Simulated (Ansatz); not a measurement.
Al₅H. Total charge 0; singlet. Geometry relaxed at PBE0-D4/def2-SVP.

```
atom   x (Å)   y (Å)   z (Å)
 Al1   0.044   1.983  -0.321
 Al2   0.176   0.602  -2.484
 Al3  -1.094  -0.443  -0.574
 Al4   0.621  -1.921   0.598
 Al5   0.934   0.423   1.553
  H6  -0.682  -0.645   1.229
```

The restricted singlet is unstable towards broken spin symmetry at other levels; at PBE0-D4/def2-SVP this wasn't settled. The structure comes from a short search, and lower isomers may exist.

(1) Estimate the harmonic wavenumbers at RKS PBE0-D4/def2-SVP (Ansatz, unscaled). Is this a minimum?

## Answers

(1) 50, 89, 138, 218, 273, 287, 308, 341, 353, 719, 893, 1037 cm⁻¹. Yes, no mode is imaginary beyond noise. Zero-point energy 28.2 kJ/mol. Hardware: 2 threads of Intel Xeon Platinum 8375C on a shared host. Wall time 48 s.
